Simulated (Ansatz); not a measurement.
Ga(H)3 anion (GaH₃), SMILES [GaH3] (connectivity only; charge and spin as stated), charge -1, multiplicity 2.

The structure is a stationary point at PBE0-D3(BJ)/def2-TZVPD. The multiplicity is an assumed one; other spin states were not compared. The isomer is the one that the SMILES or the coordinates give; other isomers of the formula were not compared.

Two levels are set side by side: PBE/def2-TZVPD (Ansatz, a quantum-chemistry and plane-wave program) and PBE0/def2-TZVPD (Ansatz). Energy differences of separate SCF runs at the same geometry; the states with an electron removed or added have multiplicity 1. Differences are taken from unrounded values.

| quantity | PBE0 |
|---|---|
| vertical ionisation energy (eV) | 0.90 |

What does PBE give, and how far is it from PBE0? (An estimate is asked for; the answer gives what the named calculation found.)


| quantity | PBE | PBE minus PBE0 |
|---|---|---|
| vertical ionisation energy (eV) | 0.88 | -0.02 |
